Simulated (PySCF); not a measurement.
PySCF was given this input:
```python
from pyscf import gto, scf, dft

mol = gto.Mole()
mol.atom = '''
    Ge   -0.054701   -0.011219    0.768480
    Cl    0.972430    1.371016   -0.573708
    Cl   -1.023203   -1.190043   -0.768833
'''
mol.basis = 'cc-pvdz'
mol.charge = 0
mol.spin = 0
mol.verbose = 3
mol.build()

mf = dft.RKS(mol)
mf.xc = 'r2scan'
mf.kernel()
g = mf.nuc_grad_method()
grad = g.kernel()
```

Task: What is the computed HOMO energy (PySCF with R2SCAN/cc-pVDZ, gradient)?

Result: -7.35 eV

Task: What nuclear repulsion energy does R2SCAN/cc-pVDZ, gradient give?

Result: 311.7802 Eh

Task: Estimate the HOMO-LUMO gap that R2SCAN/cc-pVDZ, gradient returns for this input.

Result: 3.57 eV

Task: Predict the total energy from R2SCAN/cc-pVDZ, gradient.

Result: -2997.3949 Eh

Task: Estimate the dipole moment that R2SCAN/cc-pVDZ, gradient returns for this input.

Result: 2.04 D

Task: Give the number of basis functions at the level R2SCAN/cc-pVDZ, gradient.

Result: 63

Task: Roughly what does it cost on one core?

Result: about 20 core-seconds (a rough figure).
